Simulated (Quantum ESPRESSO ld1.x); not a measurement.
Values are calculated unless marked as measured or tabulated.
Charge is removed step by step from the 5s1/2 level of Tc+, starting from [Kr] 4d5 5s1. Level of theory: Dirac Kohn-Sham, LDA (Slater exchange, VWN5 correlation), spin-unpolarised, spherical densities, point nucleus; open shells fill j = l - 1/2 first (ld1.x of Quantum ESPRESSO 7.5).

| removed (e) | E - E(0) (eV) | eigenvalue (eV) | E minus straight line (eV) |
|---|---|---|---|
| 0 | 0.000 | -11.694 | 0.000 |
| 0.2 | 2.476 | -13.065 | -0.558 |
| 0.4 | 5.227 | -14.455 | -0.840 |
| 0.6 | 8.259 | -15.860 | -0.842 |
| 0.8 | 11.572 | -17.274 | -0.563 |
| 1 | 15.168 | -18.688 | 0.000 |

Removing the whole electron costs 15.168 eV by Delta-SCF, against 11.694 eV from minus the eigenvalue at the starting occupation. Integrating minus the eigenvalue over the occupation (Janak's theorem) gives 15.169 eV. The mean slope of the eigenvalue, de/dn, is 6.99 eV per electron. Ionisation energy of Tc+ in the NIST Atomic Spectra Database: 15.260 eV (semi-empirical).

Beside tabulated values, note that spin-unpolarised runs miss the spin-polarisation part of the exchange energy of open shells.
